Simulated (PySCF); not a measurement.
A structure optimised at PBE-D3(BJ)/def2-TZVP, used in a PySCF frequency run:

```
Sr
F 1 2.1304
F 1 2.1304 2 125.70
```
Charge 0, spin multiplicity 1.

### Question
Write its SMILES, formula and point group.

### Answer
[F][Sr][F], F₂Sr, C2v

### Question
What are its rotational constants (standard atomic weights)?

### Answer
20.174, 3.7013, 3.1275 GHz
